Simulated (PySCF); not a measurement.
Molecule: Al(I)(OH)2, H2AlIO2, SMILES [OH][Al]([OH])[I]. Atoms near the plane z = 0.0 Å, at the CAM-B3LYP/def2-SVP optimised geometry (x, y, z in Å): Al1 (-0.3, -0.2, 0.0), I2 (-1.6, 1.9, 0.0), O3 (1.4, -0.2, 0.0), H4 (2.0, 0.5, 0.0), O5 (-1.1, -1.7, 0.0), H6 (-2.0, -1.9, 0.0).

Level of theory: CAM-B3LYP/def2-TZVP, def2 effective core potentials past Kr in PySCF 2.14.0. The core electrons that the potentials of I replace are not part of the density. Cells within 0.4 Å of a nucleus heavier than hydrogen are left out (blank, or x). The values are rescaled to run from 0 to 1.

```
|00000012233332100000000000000|
|00001234556554210000000000000|
|00012456677776431000000000000|
|00134567778887642000000000000|
|01356776556888753100000000000|
|02467752222588753100000000000|
|13577634775268752000000000000|
|24678627xx7257641000000000000|
|24688627xx7257630000012100000|
|24678733673267520001355530000|
|14678863223677410124787652000|
|13567776567885212346999752000|
|01356667778610014667999852000|
|00233445564025206877999731000|
|000011112201xxx068xxx87420000|
|000000001102xxx158xxx86310000|
|0000000024206x70587x886410000|
|00000012467500003788886410000|
|00001345678874101467776410000|
|0001468877xx87300135554210000|
|000368999xxx77510002332100000|
|0004689997xx87510000110000000|
|00035799878887510000000000000|
|00014566567886410000000000000|
|00001222235665310000000000000|
|00000000013443200000000000000|
|00000000001111000000000000000|
|00000000000000000000000000000|
|00000000000000000000000000000|
```
Scale: ten equal steps from 0.000 (start of '0') to 1.00 (end of '9'), in the order '0123456789'; x runs from -4.00 to 4.00, y from -4.00 (bottom) to 4.00 (top).

**Question.** Which quantity is mapped?
(A) log10 of the electron density
(B) electrostatic potential
(C) electron localisation function
(D) Laplacian of the electron density

**Answer.** C, electron localisation function
